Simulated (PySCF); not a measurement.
Isomers of C3H7FOSi, mass 106.025 u with the commonest isotopes. Method used: wB97X-D/def2-SVPD in PySCF (dipole) on a GFN2-xTB geometry, gas phase. One conformer each, none proved a minimum here; rigid rotors.

Question: Order these by rotational constant A, largest first.
A. `[OH:1][Si@@H:2]1[CH2:3][CH2:4][C@H:5]1[F:6]` with H–O1–Si2–C3 173°, O1–Si2–C3–C4 -126°, Si2–C3–C4–C5 14°, C3–C4–C5–F6 -135°, O1–Si2–C5–C4 119°
B. `C[Si@@H]1OC[C@@H]1F`
C. `[OH:1][Si@@H:2]1[CH2:3][CH2:4][C@@H:5]1[F:6]` with H–O1–Si2–C3 60°

Answer: A (4306 MHz), B (3873 MHz), C (3779 MHz).

Question: Order these by out-of-plane moment Σ m c² = (Ia + Ib − Ic)/2, smallest first.
A. `[OH:1][Si@@H:2]1[CH2:3][CH2:4][C@@H:5]1[F:6]` with H–O1–Si2–C3 60°
B. `C1[C@@H]([Si@H](C)O1)F`
C. `[OH:1][Si@@H:2]1[CH2:3][CH2:4][C@H:5]1[F:6]` with H–O1–Si2–C3 173°, O1–Si2–C3–C4 -126°, Si2–C3–C4–C5 14°, C3–C4–C5–F6 -135°, O1–Si2–C5–C4 119°

Answer: C (20.58 u·Å²), A (25.64 u·Å²), B (26.55 u·Å²).

Question: Order these by dipole moment, largest first.
A. `C[Si@@H]1OC[C@@H]1F`
B. `[OH:1][Si@@H:2]1[CH2:3][CH2:4][C@@H:5]1[F:6]` with H–O1–Si2–C3 60°
C. `[OH:1][Si@@H:2]1[CH2:3][CH2:4][C@H:5]1[F:6]` with H–O1–Si2–C3 173°, O1–Si2–C3–C4 -126°, Si2–C3–C4–C5 14°, C3–C4–C5–F6 -135°, O1–Si2–C5–C4 119°

Answer: C (1.58 D), B (1.43 D), A (1.27 D).

```csv
SMILES,point group,Ia (u·Å²),Ib (u·Å²),Ic (u·Å²),κ,μa (D),μb (D),μc (D)
O[Si@@H]1CC[C@H]1F,C1,117.35,220.00,296.20,-0.55,1.56,0.00,0.25
O[Si@@H]1CC[C@@H]1F,C1,133.73,184.32,266.76,-0.10,0.52,1.33,0.02
C[Si@@H]1OC[C@@H]1F,C1,130.50,189.59,266.99,-0.22,0.78,0.20,0.99
```
